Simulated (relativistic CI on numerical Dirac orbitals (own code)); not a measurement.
## Slater and spin-orbit integrals, W XXXIII

These numbers are calculated, not measured: Dirac-Coulomb-Breit CI, separate exchange-only KLI orbitals for each configuration, model QED (radiative potential, 1s self-energy scaled to tabulated hydrogen-like ionisation energies), unscaled Slater integrals (own radial code, finite nucleus).

Slater integrals F^k, G^k are unscaled and averaged over j, outside the closed core [Ar] 3d10; ζ comes from projecting the Hamiltonian with its Breit term on Σ l·s of the shell.

- 4s²4p⁶4d⁶: F^2(4d,4d) = 231210, F^4(4d,4d) = 157300, ζ(4d) = 55930 cm⁻¹; <r>(4d) = 0.4348, <r^2>(4d) = 0.2161 (bohr units).
- 4s²4p⁵4d⁷: ζ(4p) = 457360, F^2(4d,4d) = 231150, F^4(4d,4d) = 157260, F^2(4p,4d) = 233100, G^1(4p,4d) = 290160, G^3(4p,4d) = 185530, ζ(4d) = 55720 cm⁻¹; <r>(4p) = 0.4303, <r^2>(4p) = 0.2096, <r>(4d) = 0.4349, <r^2>(4d) = 0.2162 (bohr units).
- 4s²4p⁶4d⁵4f: F^2(4d,4d) = 231080, F^4(4d,4d) = 157210, ζ(4d) = 55880, F^2(4d,4f) = 231880, F^4(4d,4f) = 151170, G^1(4d,4f) = 241040, G^3(4d,4f) = 165700, G^5(4d,4f) = 121620, ζ(4f) = 9469.1 cm⁻¹; <r>(4d) = 0.4351, <r^2>(4d) = 0.2164, <r>(4f) = 0.4123, <r^2>(4f) = 0.1932 (bohr units).

Task: Give the Racah parameters of the d shell in 4s²4p⁶4d⁶.

Result: B = F²/49 − 5F⁴/441 = 2935 cm⁻¹ and C = 35F⁴/441 = 12484 cm⁻¹.

Averages of the first 10 configurations, taken without configuration mixing, which lowers the lowest level and can move excited configurations by several eV; other configurations of the list can lie among them:

```json
{"Configuration": "4s²4p⁶4d⁶", "Parity": "even", "States": "210", "Average energy above the lowest level (eV)": "32.8"}
{"Configuration": "4s²4p⁵4d⁷", "Parity": "odd", "States": "720", "Average energy above the lowest level (eV)": "243.9"}
{"Configuration": "4s²4p⁶4d⁵4f", "Parity": "odd", "States": "3528", "Average energy above the lowest level (eV)": "239.7"}
{"Configuration": "4s²4p⁴4d⁸", "Parity": "even", "States": "675", "Average energy above the lowest level (eV)": "458.1"}
{"Configuration": "4s4p⁶4d⁷", "Parity": "even", "States": "240", "Average energy above the lowest level (eV)": "409.9"}
{"Configuration": "4p⁶4d⁸", "Parity": "even", "States": "45", "Average energy above the lowest level (eV)": "791.5"}
{"Configuration": "4s4p⁶4d⁶4f", "Parity": "odd", "States": "5880", "Average energy above the lowest level (eV)": "614.7"}
{"Configuration": "4s²4p⁶4d⁵5s", "Parity": "even", "States": "504", "Average energy above the lowest level (eV)": "449.6"}
{"Configuration": "4s4p⁵4d⁸", "Parity": "odd", "States": "540", "Average energy above the lowest level (eV)": "619.5"}
{"Configuration": "4s²4p⁶4d⁵5d", "Parity": "even", "States": "2520", "Average energy above the lowest level (eV)": "606.8"}
```
